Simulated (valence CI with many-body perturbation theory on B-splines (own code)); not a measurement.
**From CI to CI+MBPT in Zr XXVIII**

Calculated by valence CI with perturbative core correlation (CI+MBPT): three valence electrons over a frozen Dirac-Fock core [Ne], radial functions for each j: 11 s, 11 p, 9 d, 7 f, 5 g, 2 h, 1 i, with the one-electron correlation potential Σ1, the two-electron term Σ2, the three-electron term Σ3, Breit, model QED; selected CI, second order for the rest (own B-spline code, finite nucleus).

The last digits are not significant, and no measured levels were compared; by estimate large intervals hold to a few tenths of a per cent, small ones and those within an open d or f shell to about a per cent.

Each rung adds one term. CI alone is the Dirac-Coulomb CI over the frozen core; QED comes last and gives the full result, which names the levels. Energies are above 3s²3p ²P°_1/2 on the same rung, in cm⁻¹.

Names give the largest LS component (configuration and term), which can be under half, so a name can repeat, a term be missing and a line seem to break the LS rules; names also repeat where a configuration has a term twice.

| Level | CI alone | Σ1 | Σ2 | Σ3 | Breit | QED | Full |
| --- | --- | --- | --- | --- | --- | --- | --- |
| 3s²3p ²P°_3/2 | 163934 | +321 | +168 | +5 | -3005 | +319 | 161742 |
| 3s3p² ⁴P_1/2 | 497349 | -1352 | +1070 | +132 | +2598 | -3598 | 496198 |
| 3s3p² ⁴P_3/2 | 595471 | -1102 | +1615 | +166 | +269 | -3327 | 593093 |
| 3s3p² ⁴P_5/2 | 646061 | -1050 | +1245 | +147 | -793 | -3236 | 642373 |
| 3s3p² ²D_3/2 | 734923 | -1034 | +138 | +115 | -775 | -2937 | 730430 |
| 3s3p² ²D_5/2 | 805401 | -780 | +1026 | +145 | -3164 | -2678 | 799951 |
| 3s3p² ²P_1/2 | 814088 | -1125 | -3520 | -37 | +775 | -3464 | 806717 |
| 3s3p² ²P_3/2 | 978367 | -881 | -4000 | -53 | -2743 | -2395 | 968296 |
| 3s3p² ²S_1/2 | 977271 | -782 | -2298 | -67 | -2178 | -3086 | 968860 |
| 3s²3d ²D_3/2 | 1045590 | -888 | -4318 | -253 | -3995 | -1213 | 1034920 |
| 3s²3d ²D_5/2 | 1062340 | -700 | -3966 | -303 | -5920 | -396 | 1051050 |
| 3p³ ²D°_3/2 | 1285090 | -2421 | -1150 | +254 | +2191 | -6398 | 1277570 |
| 3p³ ²D°_5/2 | 1373060 | -2204 | +809 | +322 | -1582 | -5109 | 1365290 |
| 3s3p3d ⁴F°_3/2 | 1376400 | -2327 | -163 | +88 | -948 | -4431 | 1368620 |
| 3p³ ⁴S°_3/2 | 1403200 | -2191 | -1042 | +170 | -735 | -5547 | 1393860 |
| 3s3p3d ⁴F°_5/2 | 1421950 | -2160 | +210 | +49 | -2742 | -3937 | 1413370 |
| 3s3p3d ⁴F°_7/2 | 1468060 | -2025 | +80 | +3 | -4402 | -3488 | 1458230 |
| 3s3p3d ⁴P°_5/2 | 1496700 | -2089 | -2182 | -156 | -2975 | -3804 | 1485490 |
| 3s3p3d ⁴D°_3/2 | 1497300 | -2218 | -2351 | -118 | -2385 | -3628 | 1486600 |

The middle columns are the shifts that each term adds.

How does the ionisation energy move along the ladder, and which term matters most?

CI alone 1405.1, + Σ1 1406.0, + Σ2 1405.8, + Σ3 1405.8, + Breit 1404.8, + QED 1404.8 eV. The largest step is Breit, -1.0 eV, with Σ1 about as large (0.9). NIST lists 1392 ± 7 eV (semi-empirical).
